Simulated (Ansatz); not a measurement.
# What each rung costs, and what it gives

The pair of Ag⁺ (SMILES [Ag+], atom 1) and CH4O (SMILES CO, atoms 2–7), both closed shells, in one local arrangement (a lower one may exist), relaxed at PBE0-D4/def2-TZVP:

```xyz
7
angstrom
Ag -0.2876 0.1327 -2.6058
C 0.3901 -0.1106 0.5922
O -0.5533 0.2800 -0.4312
H 0.2411 0.5134 1.4729
H 1.3870 0.0648 0.1947
H 0.2655 -1.1645 0.8416
H -1.4429 0.2843 -0.0644
```

Interaction energies are counterpoise-corrected; the time is that of the whole pair.

Computed with Ansatz 0.2.0 (basis: as named in each row); correlated methods freeze the cores. Filled d shells of the heavier atoms are correlated. Core potentials replace the inner electrons of the atoms past krypton. B3LYP uses VWN-RPA correlation. Extrapolation: Hartree–Fock as exp(−7.88 √X), correlation as X^−2.97.

Times are rough, for one single point on 4 threads of a shared host (Arm Neoverse V2).

The estimate by CCSD(T) at an estimated basis limit (MP2 extrapolated from triple and quadruple zeta, plus CCSD(T) − MP2 in triple zeta) is -1.503 eV.

| method | basis | time (s) | interaction energy (eV) | method less estimate |
| --- | --- | --- | --- | --- |
| SPW92 | def2-SVP | under 1 | -2.167 | -0.664 |
| PBE-D4 | def2-SVP | under 1 | -1.751 | -0.249 |
| PBE0-D4 | def2-SVP | under 1 | -1.631 | -0.128 |
| PBE-D4 | def2-TZVPPD | 1 | -1.618 | -0.115 |
| revPBE-D4 | def2-TZVPPD | 1 | -1.485 | 0.018 |
| BLYP-D4 | def2-TZVPPD | 1 | -1.620 | -0.118 |
| PBE0-D4 | def2-TZVPPD | 1 | -1.512 | -0.009 |
| B3LYP-D4 | def2-TZVPPD | 2 | -1.555 | -0.052 |
| HSE06-D4 | def2-TZVPPD | 2 | -1.508 | -0.005 |
| CCSD(T) | def2-SVP | 2 | -1.394 | 0.109 |
| r2SCAN-D4 | def2-TZVPPD | 2 | -1.644 | -0.141 |
| wB97M-V | def2-SVP | 2 | -1.586 | -0.083 |
| B2PLYP | def2-TZVPPD | 3 | -1.461 | 0.042 |
| wB97X-V | def2-TZVPPD | 4 | -1.476 | 0.027 |
| wB97M-V | def2-TZVPPD | 4 | -1.465 | 0.038 |
| B97M-V | def2-TZVPPD | 6 | -1.555 | -0.052 |
| MP2 | def2-QZVPPD | 7 | -1.505 | -0.003 |
| CCSD(T) | def2-TZVPPD | 64 | -1.373 | 0.129 |

No T1 diagnostic of these runs exceeds 0.012.
